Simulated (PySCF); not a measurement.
C6H8O.
Cartesian coordinates in Å at the GFN2-xTB level; atoms count from 1:
```xyz
15
C6H8O angstrom
C      2.896    0.975    0.454
C      2.054    0.345   -0.118
C      1.013   -0.403   -0.789
C     -0.349    0.263   -0.588
C     -0.936    0.185    0.827
C     -2.043   -0.645    0.172
O     -1.430   -0.519   -1.113
H      3.647    1.518    0.944
H      1.227   -0.458   -1.859
H      0.977   -1.422   -0.393
H     -0.342    1.269   -1.027
H     -1.254    1.135    1.250
H     -0.318   -0.347    1.546
H     -3.041   -0.198    0.186
H     -2.106   -1.690    0.488
```

The closed-shell ground state was solved at several levels (PySCF, density fitting, gas phase, non-relativistic).

```csv
level,basis functions,total energy (Eh),HOMO (eV),LUMO (eV),gap (eV),dipole (D)
PBE0/def2-SVPD,207,-307.9942,-7.32,0.67,7.99,1.49
PBE0/pcSseg-1,159,-308.1655,-7.24,1.04,8.28,1.58
B3LYP/pcJ-1,269,-308.5837,-6.98,0.79,7.77,1.56
```

What might B3LYP/def2-SVPD (207 basis functions) give for the same quantities?

Total energy -308.3591 Eh, HOMO -7.10 eV, LUMO 0.38 eV, gap 7.48 eV, dipole 1.52 D.

Over all these levels, which gives the widest orbital gap and which the narrowest?

PBE0/pcSseg-1 (global hybrid, 25 % exact exchange) has the widest, 8.28 eV, and B3LYP/def2-SVPD (global hybrid, 20 % exact exchange) the narrowest, 7.48 eV. Functional and basis both differ between the two, so the spread mixes both effects.

How far do the dipole and the HOMO energy spread over the levels?

The dipole runs from 1.49 to 1.58 D (mean 1.54 D) and the HOMO from -7.32 to -6.98 eV.

One conformer stands for the species.
